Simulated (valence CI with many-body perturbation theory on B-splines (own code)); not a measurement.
# Au XXX: calculated level list

Calculated by configuration interaction combined with many-body perturbation theory (CI+MBPT): four valence electrons over a frozen Dirac-Fock core [Kr] 4d10, a basis of 8 s, 8 p, 9 d, 9 f, 6 g, 3 h, 2 i functions for each j, with the one-electron correlation potential Σ1 (screened to all orders), the two-electron term Σ2, the three-electron term Σ3, Breit, model QED; selected single and double excitations, second order for the rest (own B-spline code, finite nucleus).

The last digits are not significant, and no measured levels were compared; by estimate large intervals hold to a few tenths of a per cent, small ones and those within an open d or f shell to about a per cent. Core correlation moves these levels by up to 5900 cm⁻¹, and in measured spectra 5 to 20 % of such shifts remained as error; rates that hang on mixing are uncertain with them. Only levels of the ground parity were solved; by the run's estimate the other parity begins above the list, which can be wrong where configurations are misplaced.

Levels 46 to 67 of 67, with energies above the lowest level, (4f5/2^4) J=4. "Leading %" is the weight of the configuration and term that name the level; weights of strongly mixed levels are sums over their largest components and can fall short. In the jj column 3d3/2^4 stands for four electrons in 3d with j = 3/2. Lifetimes count E1, E2, E3, M1 and M2 decay at the calculated energies, and are blank where another channel may lead or the interval is too uncertain; long ones can be off by a factor of two.

| No. | Configuration | Term | J | E (cm⁻¹) | Leading % | Leading jj | g | Lifetime |
| --- | --- | --- | --- | --- | --- | --- | --- | --- |
| 46 | 4f4 | 5D | 4 | 150380 | 37 | 4f5/2^2 4f7/2^2 (82 %) | 1.146 | 594 μs |
| 47 | 4f4 | 3K | 6 | 151070 | 37 | 4f5/2^3 4f7/2 (39 %) | 1.026 | 728 μs |
| 48 | 4f4 | 3I | 5 | 153370 | 29 | 4f5/2 4f7/2^3 (59 %) | 1.080 | 391 μs |
| 49 | 4f4 | 3F | 2 | 154540 | 39 | 4f5/2 4f7/2^3 (81 %) | 1.155 | 320 μs |
| 50 | 4f4 | 3D | 1 | 154790 | 55 | 4f5/2 4f7/2^3 (96 %) | 0.810 | 272 μs |
| 51 | 4f4 | 3H | 5 | 155480 | 64 | 4f5/2^2 4f7/2^2 (83 %) | 1.065 | 1.22 ms |
| 52 | 4f4 | 3L | 9 | 155980 | 64 | 4f5/2 4f7/2^3 (98 %) | 1.072 | 677 μs |
| 53 | 4f4 | 3F | 3 | 159690 | 59 | 4f5/2 4f7/2^3 (79 %) | 1.131 | 403 μs |
| 54 | 4f4 | 3H | 4 | 160600 | 46 | 4f5/2^3 4f7/2 (51 %) | 0.936 | 511 μs |
| 55 | 4f4 | 3G | 3 | 166750 | 56 | 4f5/2^2 4f7/2^2 (55 %) | 0.969 | 543 μs |
| 56 | 4f4 | 3H | 6 | 167340 | 33 | 4f5/2^2 4f7/2^2 (44 %) | 1.024 | 750 μs |
| 57 | 4f4 | 3G | 4 | 169980 | 57 | 4f5/2^2 4f7/2^2 (60 %) | 1.047 | 470 μs |
| 58 | 4f4 | 1G | 4 | 173830 | 42 | 4f5/2 4f7/2^3 (55 %) | 1.003 | 401 μs |
| 59 | 4f4 | 3G | 5 | 173840 | 56 | 4f5/2 4f7/2^3 (50 %) | 1.115 | 362 μs |
| 60 | 4f4 | 3F | 2 | 174210 | 67 | 4f5/2^2 4f7/2^2 (58 %) | 0.835 | 701 μs |
| 61 | 4f4 | 3K | 8 | 175190 | 53 | 4f5/2^2 4f7/2^2 (96 %) | 1.062 | 1.96 ms |
| 62 | 4f4 | 3P | 0 | 175300 | 46 | 4f5/2^2 4f7/2^2 (70 %) |  | 206 μs |
| 63 | 4f4 | 3K | 7 | 176580 | 44 | 4f5/2 4f7/2^3 (52 %) | 1.044 | 681 μs |
| 64 | 4f4 | 3I | 5 | 178810 | 49 | 4f5/2^2 4f7/2^2 (35 %) | 0.969 | 387 μs |
| 65 | 4f4 | 1K | 7 | 179540 | 39 | 4f5/2^2 4f7/2^2 (57 %) | 1.042 | 759 μs |
| 66 | 4f4 | 3K | 8 | 181300 | 37 | 4f7/2^4 (78 %) | 1.048 | 232 μs |
| 67 | 4f4 | 3H | 6 | 181770 | 44 | 4f5/2 4f7/2^3 (57 %) | 1.078 | 620 μs |

Where two levels of one J and parity lie close, their mixing, g and order are uncertain.
